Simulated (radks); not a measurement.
The numbers below are computed, except where a source is named.
Problem. Ionisation of the molybdenum ion Mo+, [Kr] 4d5, to Mo2+, [Kr] 4d4, under several functionals. Scalar-relativistic Kohn-Sham, spin-polarised, spherical densities, finite nucleus; open shells are filled with parallel spins first (spin-orbit coupling, left out, can overturn this in heavy ions); a radial shooting solver on a logarithmic mesh with Libxc functionals. Known Delta-SCF values: r2SCAN 16.710 eV; BLYP 16.245 eV; TASK exchange with Perdew-Wang LDA correlation 16.639 eV. What does AM05 give, and what is its highest occupied eigenvalue?

Solution. 16.495 eV by Delta-SCF; the 4d eigenvalue is -11.396 eV. NIST: 16.2 eV (semi-empirical).
